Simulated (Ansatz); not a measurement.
The first iterations of a band of AlCl2HO + H2 (7 atoms, charge 0, multiplicity 1).

Computed with RHF/def2-SVP (Ansatz).

```json
{"movable images": "7", "climbing image": "yes", "spring": "5.0 eV/Å²", "optimiser": "quadratic models (default)", "start path": "through a guess of the saddle point", "force threshold": "0.05 eV/Å", "iteration limit": "60", "end points": "relaxed"}
```

First end point:

```xyz
7
Properties=species:S:1:pos:R:3
Al -0.020 0.258 0.075
Cl -0.176 0.857 2.074
Cl 1.812 0.410 -0.905
O -1.346 -0.277 -0.781
H -2.255 -0.404 -0.578
H 0.545 -2.574 0.729
H 0.503 -2.305 1.425
```

Last end point:

```xyz
7
Properties=species:S:1:pos:R:3
Al -0.002 -0.774 -0.463
Cl -0.068 -0.247 2.413
Cl 1.786 0.291 -0.813
O -1.440 0.036 -0.788
H -2.340 -0.230 -0.816
H 0.089 -2.318 -0.232
H 1.038 -0.792 2.737
```

| iteration | highest image above the first end (eV) | largest band force component (eV/Å) |
| --- | --- | --- |
| 1 | 2.939 | 4.351 |
| 2 | 1.990 | 4.309 |
| 3 | 1.812 | 0.857 |
| 4 | 1.958 | 0.801 |
| 5 | 1.980 | 1.012 |
| 6 | 1.877 | 1.302 |

Task: Does the band converge within its limit, and where does its top end?

Result: The run converged. It ended after 18 iterations with the highest image 1.926 eV above the first end. A vibrational analysis at the climbing image gives one clearly imaginary mode, 1350i cm⁻¹: a first-order saddle point. The orbitals stay closed-shell, which can raise the energy where a bond breaks towards radicals; this wasn't checked here.

Time of the run: 2.7 min on 1 thread of Arm Neoverse V1, on a shared host, peak memory 0.15 GiB.
